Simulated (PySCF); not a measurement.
Geometries of 2 isomers of CH7NOSi, from PBE0-D3(BJ)/def2-SVP geometry optimisation, gas phase (PySCF 2.14.0). One conformer each, no zero-point energy, no frequencies.

Problem. Which is lower in electronic energy at this level?
A.
```xyz
11
angstrom
N     -1.051    0.914   -0.067
C     -0.706   -0.508   -0.110
Si     1.193   -0.589   -0.022
O      1.646    0.780   -0.852
H     -1.018    1.266    0.889
H     -1.998    1.082   -0.401
H     -1.227   -1.145    0.630
H     -0.984   -0.899   -1.104
H      1.736   -1.822   -0.665
H      1.657   -0.565    1.403
H      0.841    1.334   -0.883
```
B.
```xyz
11
angstrom
C     -1.565   -0.457   -0.020
N     -0.561    0.578   -0.042
Si     1.003    0.498    0.669
O      2.239   -0.142   -0.256
H     -1.352   -1.161    0.800
H     -2.573   -0.048    0.168
H     -1.617   -1.051   -0.953
H     -0.741    1.313   -0.717
H      0.827   -0.324    1.907
H      1.463    1.886    0.933
H      2.170   -1.076   -0.474
```

Solution. B. That is `[SiH2](NC)O`, 14.4 kcal/mol below the other.

```json
{"SMILES": "CN[SiH2]O", "atoms numbered as above": "[CH3:1][NH:2][SiH2:3][OH:4]", "E (Eh)": "-461.30740", "relative (kcal/mol)": "0.0", "relative (kJ/mol)": "0.0", "dipole (D)": "2.16"}
{"SMILES": "NC[SiH2]O", "atoms numbered as above": "[NH2:1][CH2:2][SiH2:3][OH:4]", "E (Eh)": "-461.28439", "relative (kcal/mol)": "14.4", "relative (kJ/mol)": "60.4", "dipole (D)": "3.47"}
```

As drawn, the higher has an Si–C bond, which the lower lacks.
